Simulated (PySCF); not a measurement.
**How methods differ on the excitation energy of Br**

Br [Ar] 3d10 4s2 4p5 (2P) → Br [Ar] 3d10 4s1 4p6 (2S), as a difference of total energies. Calculation: PySCF 2.14, in aug-cc-pVQZ-DK; scalar relativity by spin-free X2C-1e. Correlated levels: valence: [Ar] 3d10 frozen. The calculations carry no spin-orbit coupling.

```tsv
method	excitation energy (cm⁻¹)
UHF	121990
LDA	99096
PBE	99614
PBE0	105300
r2SCAN	103960
LC-wPBE	108880
wB97X-V	107080
wB97X	107170
revPBE	99582
MP2 (valence)	105250
SCS-MP2 (valence)	103420
```

A first-order spin-orbit estimate (lowest level to lowest level, LS coupling) adds 0.151 eV.

The upper state lies above the first ionisation limit, where it may autoionise and the basis confines it.
